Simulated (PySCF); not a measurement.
**Electron correlation in Nb⁺ (niobium, charge +1)**

[Kr] 4d4, high-spin 5D determinant. Calculation: PySCF 2.14, in def2-QZVPPD with the def2 core potential (28 electrons); scalar relativity through the core potential. Frozen: nothing; 12 electrons correlated.

```csv
level,correlation energy (mhartree)
CCSD,-331.28
(T),-9.07
CCSD(T),-340.35
```

Diagnostics: T1 = 0.018, D1 = 0.0873, largest double amplitude 0.016.

Problem. Is a single reference adequate?

Solution. Yes, within this model without spin-orbit coupling: T1 lies below 0.03 and no double amplitude reaches 0.07.

The basis has no tight functions for the innermost shells, so their pair energies are far from complete.

This basis was not built for core-valence correlation, so the inner-shell part is incomplete.
